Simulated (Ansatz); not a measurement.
Molecule: C4H5N2 (charge +1, singlet). It need not be the lowest isomer of its formula. 
Structure (B3LYP-D3(BJ)/def2-TZVP (Ansatz, a quantum-chemistry and plane-wave program) minimum search):
```xyz
11

C     -1.2773     0.5259     0.0808
C     -1.0744    -0.8518    -0.0052
N      0.1431    -1.3984    -0.0848
C      1.1767    -0.5981    -0.0809
N      1.0470     0.7433     0.0001
C     -0.1633     1.3307     0.0817
H     -2.2672     0.9531     0.1445
H     -1.9114    -1.5402    -0.0106
H      2.1821    -0.9961    -0.1436
H      1.8837     1.3190    -0.0008
H     -0.1880     2.4094     0.1437
```
Charge +1, spin multiplicity 1.

Total electronic energies in hartree. Valence correlation only, unless marked. Spin-orbit coupling is left out. Non-relativistic. CBS marks a two-point X^-3 extrapolation of the correlation energy; Hartree-Fock from the larger set.

| level | program | energy (Eh) |
|---|---|---|
| HF/cc-pwCVTZ | Ansatz | -263.14269 |
| HF/cc-pVQZ | Ansatz | -263.15769 |
| PBE-D3(BJ)/def2-TZVPD | Ansatz + dftd3 | -264.45844 |
| B3LYP-D4/def2-TZVPD | Ansatz + dftd4 | -264.78989 |
| B3LYP/def2-TZVPD | Ansatz | -264.77637 |
| PBE0-D3(BJ)/def2-TZVP | Ansatz + dftd3 | -264.47026 |
| PBE0-D4/def2-TZVPD | Ansatz + dftd4 | -264.46975 |
| HSE06-D3(BJ)/def2-TZVPD | Ansatz + dftd3 | -264.45494 |
| RPA@PBE/cc-pVQZ | Ansatz | -264.79355 |
| SCS-MP2/STO-3G | Ansatz | -260.15411 |
| SCS-MP2/6-31G* | Ansatz | -263.82965 |
| SCS-MP2/cc-pVQZ | Ansatz | -264.20767 |
| CCSD/STO-3G | Ansatz | -260.21086 |
| CCSD(T)/6-31G* | Ansatz | -263.92356 |
| CCSD(T)/CBS(cc-pVTZ,cc-pVQZ) | Ansatz | -264.3304 |

Totals of different functionals don't rank their quality; only differences between species are comparable.
